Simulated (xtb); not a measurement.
C3H6AuN, charge -1, doublet, at a GFN2-xTB geometry (such geometries of metal compounds can be far from the true shape) (the multiplicity is a formal guess); GFN2-xTB run with xtb.

Here is a job for xtb.
```
$ xtb mol.xyz --gfn 2 --chrg -1 --uhf 1 --acc 0.0001 --json

# file mol.xyz
11

Au     0.34171143     0.05507365    -0.33703847
C      1.69981826     0.54047931    -1.83234399
H      2.59589301    -0.09487127    -1.83550291
H      2.08123020     1.56807971    -1.76832366
H      1.28739199     0.45357164    -2.84633168
C     -2.61680380    -0.72151647     2.75728783
N     -1.91917145     0.00814549     1.70604424
C     -0.92838272    -0.42548863     1.07705401
H     -2.58700067    -0.13211063     3.68165130
H     -2.19777157    -1.72115018     2.96929065
H     -3.66853661    -0.84220084     2.47095867
```

What the program printed (banner, timings and long lists left out):

```
   ID    Z sym.   atoms
    1   79 Au     1
    2    6 C      2, 6, 8
    3    1 H      3-5, 9-11
    4    7 N      7

           -------------------------------------------------
          |                Calculation Setup                |
           -------------------------------------------------

           -------------------------------------------------
          |                 G F N 2 - x T B                 |
           -------------------------------------------------

          ...................................................
          :                      SETUP                      :
          :.................................................:
          :  # basis functions                  32          :
          :  # atomic orbitals                  31          :
          :  # shells                           17          :
          :  # electrons                        35          :
          :  max. iterations                   250          :
          :  Hamiltonian                  GFN2-xTB          :
          :  restarted?                      false          :
          :  GBSA solvation                  false          :
          :  PC potential                    false          :
          :  electronic temp.          300.0000000     K    :
          :  accuracy                    0.0001000          :
          :  -> integral cutoff          0.6500000E+02      :
          :  -> integral neglect         0.1000000E-11      :
          :  -> SCF convergence          0.1000000E-09 Eh   :
          :  -> wf. convergence          0.1000000E-07 e    :
          :  Broyden damping             0.4000000          :
          :  net charge                         -1          :
          :  unpaired electrons                  1          :
          ...................................................

 iter      E             dE          RMSdq      gap      omega  full diag
   1    -16.4332192 -0.164332E+02  0.442E+00    1.41       0.0  T
   2    -16.4760109 -0.427918E-01  0.318E+00    1.24       1.0  T
   3    -16.4981483 -0.221374E-01  0.143E+00    1.28       1.0  T
   4    -16.5033011 -0.515275E-02  0.737E-01    1.18       1.0  T
   5    -16.5045426 -0.124152E-02  0.173E-01    1.18       1.0  T
   6    -16.5045360  0.660052E-05  0.850E-02    1.17       1.0  T
   7    -16.5045516 -0.156212E-04  0.102E-02    1.18       2.9  T
   8    -16.5045517 -0.858552E-07  0.412E-03    1.18       7.3  T
   9    -16.5045517 -0.261465E-07  0.141E-03    1.18      21.4  T
  10    -16.5045517 -0.114203E-08  0.850E-04    1.18      35.5  T
  11    -16.5045517 -0.690075E-08  0.805E-05    1.18     374.3  T
  12    -16.5045517 -0.299920E-10  0.217E-05    1.18    1389.0  T
  13    -16.5045517 -0.222755E-11  0.742E-06    1.18    4062.7  T
  14    -16.5045517 -0.195399E-12  0.517E-06    1.18    5832.4  T
  15    -16.5045517 -0.270006E-12  0.253E-07    1.18  100000.0  T
  16    -16.5045517  0.355271E-14  0.421E-08    1.18  100000.0  T
  17    -16.5045517 -0.142109E-13  0.342E-08    1.18  100000.0  T

   *** convergence criteria satisfied after 17 iterations ***

         :::::::::::::::::::::::::::::::::::::::::::::::::::::
         ::                     SUMMARY                     ::
         :::::::::::::::::::::::::::::::::::::::::::::::::::::
         :: total energy             -16.338484577147 Eh    ::
         :: gradient norm              0.000047040396 Eh/a0 ::
         :: HOMO-LUMO gap              1.177952746868 eV    ::
         ::.................................................::
         :: SCC energy               -16.504582045852 Eh    ::
         :: -> isotropic ES            0.108821226154 Eh    ::
         :: -> anisotropic ES          0.013374651512 Eh    ::
         :: -> anisotropic XC          0.010503522125 Eh    ::
         :: -> dispersion             -0.006588492787 Eh    ::
         :: repulsion energy           0.166097468706 Eh    ::
         :: add. restraining           0.000000000000 Eh    ::
         :: total charge              -1.000000000000 e     ::
         :::::::::::::::::::::::::::::::::::::::::::::::::::::

           -------------------------------------------------
          |                Property Printout                |
           -------------------------------------------------

    * Orbital Energies and Occupations

         #    Occupation            Energy/Eh            Energy/eV
      -------------------------------------------------------------
         1        2.0000           -0.4594872             -12.5033
       ...           ...                  ...                  ...
         6        2.0000           -0.3382870              -9.2053
         7        2.0000           -0.2651803              -7.2159
         8        2.0000           -0.2648585              -7.2072
         9        2.0000           -0.2617125              -7.1216
        10        2.0000           -0.2288862              -6.2283
        11        2.0000           -0.2279895              -6.2039
        12        2.0000           -0.1765135              -4.8032
        13        2.0000           -0.1763933              -4.7999
        14        2.0000           -0.1750054              -4.7621
        15        2.0000           -0.1719616              -4.6793
        16        2.0000           -0.1667326              -4.5370
        17        2.0000           -0.1566580              -4.2629
        18        1.0000           -0.0503539              -1.3702 (HOMO)
        19                         -0.0070649              -0.1922 (LUMO)
        20                          0.1940454               5.2802
        21                          0.2049237               5.5763
        22                          0.2237788               6.0893
        23                          0.2912897               7.9264
        24                          0.3131923               8.5224
        25                          0.3302720               8.9872
        26                          0.3418380               9.3019
        27                          0.3899050              10.6099
        28                          0.3907041              10.6316
        29                          0.4084493              11.1145
       ...                                ...                  ...
        31                          0.8959744              24.3807
      -------------------------------------------------------------
                  HL-Gap            0.0432890 Eh            1.1780 eV
             Fermi-level           -0.0661077 Eh           -1.7989 eV

     #   Z          covCN         q      C6AA      α(0)
     1  79 Au       1.919    -0.070   301.491    33.262
     2   6 C        3.716    -0.191    24.388     7.055
     3   1 H        0.923    -0.082     4.958     3.482
     4   1 H        0.924    -0.080     4.907     3.464
     5   1 H        0.923    -0.080     4.923     3.470
     6   6 C        3.693     0.009    20.596     6.493
     7   7 N        1.822    -0.281    28.124     7.858
     8   6 C        1.896    -0.181    36.354     9.738
     9   1 H        0.924    -0.012     3.276     2.831
    10   1 H        0.923    -0.020     3.433     2.897
    11   1 H        0.924    -0.012     3.276     2.831

 Mol. C6AA /au·bohr⁶  :       2511.234471
 Mol. C8AA /au·bohr⁸  :     102933.524884
 Mol. α(0) /au        :         83.380638

Wiberg/Mayer (AO) data.
largest (>0.10) Wiberg bond orders for each atom

 ---------------------------------------------------------------------------
     #   Z sym  total        # sym  WBO       # sym  WBO       # sym  WBO
 ---------------------------------------------------------------------------
     1  79 Au   1.674 --     8 C    0.854     2 C    0.737
     2   6 C    3.804 --     4 H    0.993     5 H    0.992     3 H    0.992
                             1 Au   0.737
     3   1 H    0.993 --     2 C    0.992
     4   1 H    0.993 --     2 C    0.993
     5   1 H    0.993 --     2 C    0.992
     6   6 C    3.990 --     7 N    0.998    11 H    0.978     9 H    0.978
                            10 H    0.974
     7   7 N    3.180 --     8 C    2.096     6 C    0.998
     8   6 C    3.126 --     7 N    2.096     1 Au   0.854
     9   1 H    1.000 --     6 C    0.978
    10   1 H    0.999 --     6 C    0.974
    11   1 H    1.000 --     6 C    0.978
 ---------------------------------------------------------------------------

Topologies differ in total number of bonds
Writing topology from bond orders to xtbtopo.mol

molecular dipole:
                 x           y           z       tot (Debye)
 q only:       -0.052      -0.277       0.209
   full:        0.041      -0.326       0.154       0.922
molecular quadrupole (traceless):
                xx          xy          yy          xz          yz          zz
 q only:       -4.551      -3.384       9.857      15.906       3.730      -5.306
  q+dip:       -3.861      -1.540       7.196      11.661       1.975      -3.335
   full:       -4.111      -1.259       7.439      12.842       2.319      -3.329

           -------------------------------------------------
          | TOTAL ENERGY              -16.338484577147 Eh   |
          | GRADIENT NORM               0.000047040396 Eh/α |
          | HOMO-LUMO GAP               1.177952746868 eV   |
           -------------------------------------------------

normal termination of xtb
```
